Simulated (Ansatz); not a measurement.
Calculation: frozen-core CCSD(T)/cc-pVDZ // PBE-D3(BJ)/def2-SVP run with Ansatz (a quantum-chemistry and plane-wave program). The restricted HF reference is unstable towards unrestricted orbitals.

Ansatz 0.2 input:
```yaml
crystal:
  periodic: [false, false, false]
  atoms:
    - { symbol: C, position_ang: [4.079252, -0.234767, 0.641339] }
    - { symbol: C, position_ang: [2.871134, -0.165118, 0.447701] }
    - { symbol: C, position_ang: [1.462592, -0.083904, 0.221343] }
    - { symbol: C, position_ang: [0.816147, 1.174999, 0.143058] }
    - { symbol: C, position_ang: [-0.561048, 1.251774, -0.080386] }
    - { symbol: C, position_ang: [-1.31881, 0.076594, -0.229152] }
    - { symbol: C, position_ang: [-2.815479, 0.161048, -0.411749] }
    - { symbol: F, position_ang: [-3.180208, 1.296358, -1.05412] }
    - { symbol: F, position_ang: [-3.294912, -0.886794, -1.123626] }
    - { symbol: F, position_ang: [-3.459838, 0.156861, 0.783054] }
    - { symbol: C, position_ang: [-0.688792, -1.178528, -0.157521] }
    - { symbol: C, position_ang: [0.688119, -1.260696, 0.065752] }
    - { symbol: H, position_ang: [5.144976, -0.296155, 0.812115] }
    - { symbol: H, position_ang: [1.412149, 2.091495, 0.257044] }
    - { symbol: H, position_ang: [-1.056209, 2.230934, -0.148575] }
    - { symbol: H, position_ang: [-1.283548, -2.094163, -0.28585] }
    - { symbol: H, position_ang: [1.184478, -2.239934, 0.119571] }
basis:
  gaussian: { orbitals: cc-pVDZ }
correlation:
  method: ccsd_t
```

Output:

```
Functional definition: HF
1792 factors; integrals over basis functions are off by at most 1.3e-3 eV
mean field evaluation 1: about -17463.4162 eV, gradient 5.1e1 eV
mean field evaluation 2: about -17463.9759 eV, gradient 5.2e1 eV
mean field evaluation 4: about -17470.4218 eV, gradient 6.0e0 eV
mean field evaluation 8: about -17470.5377 eV, gradient 4.5e-1 eV
mean field evaluation 16: about -17463.4138 eV, gradient 5.1e1 eV
mean field -17470.53841995 eV, -642.0304449768 hartree, gradient 1.7e-6 eV, S^2 0.000000; 0 other end points of the search recorded, 0 dependent functions left out; unrestricted orbitals would lower it
12 core orbitals not correlated
reference -17470.53841995 eV, -642.0304449768 hartree; 31, 31 occupied and 150, 150 virtual orbitals, 1792 factors
second order -46.55791023 eV of doubles, -0.00000000 eV of singles
cycle   1  -46.16074968 eV  change    4.0e-1 eV  update   1.7e-1
cycle   2  -47.39509096 eV  change    -1.2e0 eV  update   5.2e-2
cycle   3  -47.69693107 eV  change   -3.0e-1 eV  update   2.4e-2
cycle   4  -47.69835227 eV  change   -1.4e-3 eV  update   7.2e-3
cycle   5  -47.70073289 eV  change   -2.4e-3 eV  update   3.3e-3
cycle   6  -47.70309890 eV  change   -2.4e-3 eV  update   9.6e-4
cycle   7  -47.70300398 eV  change    9.5e-5 eV  update   3.4e-4
cycle   8  -47.70295668 eV  change    4.7e-5 eV  update   1.1e-4
cycle   9  -47.70298144 eV  change   -2.5e-5 eV  update   4.8e-5
perturbative correction -1.81414562 eV, -0.0666686220 hartree
Total energy: -17520.05554700 eV, -643.8501658323 hartree
```

Cost: very roughly 15 core-minutes.
